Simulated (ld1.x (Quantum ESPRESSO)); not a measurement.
## Configuration tests for tin (PAW)

ld1.x (Quantum ESPRESSO) 7.5 input, shortened:

```
&input
   title='Sn', zed=50., rel=1, dft='PZ', iswitch=3,
   config='[Kr] 4d10 4f-2 5s1.5 5p2.5'
 /
 &inputp
   pseudotype=3, lpaw=.true., tm=.true., lloc=-1, rcloc=0.95,
   nlcc=.true.,
   which_augfun='BESSEL', rmatch_augfun=1.00
 /
8
5S  1  0   1.50   0.00  1.65  2.20  0.0
5S  1  0   0.00   0.35  1.65  2.20  0.0
4P  2  1   6.00   0.00  1.15  1.40  0.0
5P  3  1   2.50   0.00  1.15  1.40  0.0
4D  3  2  10.00   0.00  1.05  1.20  0.0
4D  3  2   0.00   1.30  1.05  1.20  0.0
4F  4  3  -2.00  -0.15  1.25  1.75  0.0
4F  4  3  -2.00   0.40  1.25  1.75  0.0
 &test
   configts(1)='4p6 4d10 5s1.5 5p2.5'
 /
```

Energies are relative to the spin-unpolarised reference configuration 4p6 4d10 5s1.5 5p2.5; without spin polarisation the order of configurations can differ from experiment. Not all tests gave a result: test run stopped at test 4 of 9 (negative rho).

Its overlap operator is not positive definite in a basis up to 400 Ry (lowest eigenvalue s -0.10, p -0.08), so the file is unfit for use: the generalised eigenproblem breaks down once the basis is large enough, and its test numbers describe a broken file.

| valence configuration | charge | ΔE all-electron (eV) | error AE − PS (meV) |
| --- | --- | --- | --- |
| 4p6 4d10 5s2 5p2 | 0 | -3.504 | +8.0 |
| 4p6 4d10 5s2 5p1 | +1 | 3.594 | +11 |
| 4p6 4d10 5s2 5p0 | +2 | 17.858 | +16 |

The ghost test of this file was not conclusive.
